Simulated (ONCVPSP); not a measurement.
# Cu (Z = 29): one change to an ONCV potential, before and after

| Quantity | Value |
| --- | --- |
| Element | Cu |
| Generator | ONCVPSP 4.0.1 |
| Type | optimised norm-conserving Vanderbilt (ONCV) |
| Functional | PBE |
| Relativity | non-relativistic |
| Frozen core | [Ar] |
| Valence charge | 11 |
| Reference configuration | 3d10 4s1 |
| Partial waves | 4s: rc 1.85 bohr, ncon 4, nbas 7, qcut 3.7 1/bohr, 3 projectors, debl 1.5 Ha; p scattering state at 0.07 Ha: rc 1.60 bohr, ncon 3, nbas 7, qcut 5.6 1/bohr, 2 projectors, debl 0.5 Ha; 3d: rc 1.20 bohr, ncon 4, nbas 9, qcut 12.5 1/bohr, 2 projectors, debl 0.7 Ha |
| Local potential | polynomial inside 0.85 bohr (lpopt 3, dvloc0 3 Ha) |
| Core correction | Teter function, fcfact 5.75, rcfact 1.8 |

All-electron outer shells of the reference configuration (PBE, non-relativistic, ld1.x):

```csv
shell,level (eV),outermost node (bohr),outermost maximum (bohr)
3p,-71.10,0.26,0.63
3d,-5.21,–,0.60
4s,-4.44,0.90,2.33
```

Change: core correction Teter function, fcfact 5.5, rcfact 1.2.

Cutoffs: the cutoffs (Ha) at which the residual kinetic energy of the hardest occupied pseudo-wave falls to 1 and 0.1 mHa per electron; they do not see the model core or the augmentation charge, which bear on the density cutoff. Errors are all-electron minus pseudo energies relative to the spin-unpolarised reference configuration.

Task: How do hardness, ghosts and transferability respond?

Result: The potential gets neither clearly harder nor softer (65 Ha and 73 Ha → 65 Ha and 73 Ha); both files keep a bound ghost (p, s); of the 3 tests that both files solve, the error grows in 0 and shrinks in 3 by more than 15 % and 0.3 meV (median size 35.6 → 3.9 meV). A model core, the more so a compact one, raises the density cutoff, which this test does not measure.

```tsv
quantity	base	changed
cutoff, loose	65 Ha	65 Ha
cutoff, tight	73 Ha	73 Ha
bound ghosts	s, p	s, p
GHOST(+) flags under 300 eV	s at 47.1 eV	s at 47.1 eV
tests with a reliable result	3 of 4	3 of 4
error for 3d10 4s0, meV [ΔE 7.91 eV]	-36	+3.9
error for 3d9 4s0, meV [ΔE 29.40 eV]	-195	+61
error for 3d10 4s0 4p1, meV [ΔE 3.94 eV]	-14	+1.8
s: phases at 1.88 bohr within 0.05 rad from the reference energy up to (Ha; the scan ends near 5)	to the end of the scan	to the end of the scan
p: phases at 1.63 bohr within 0.05 rad from the reference energy up to (Ha; the scan ends near 5)	to the end of the scan	to the end of the scan
d: phases at 1.21 bohr within 0.05 rad from the reference energy up to (Ha; the scan ends near 5)	to the end of the scan	to the end of the scan
rms error of d²Exc/dni dnj with the model core, mHa	2.96	2.70
```

 A true bound ghost makes a file unfit for plane-wave use even where its test errors are small: the radial tests pick states by their node count and pass the ghost by.
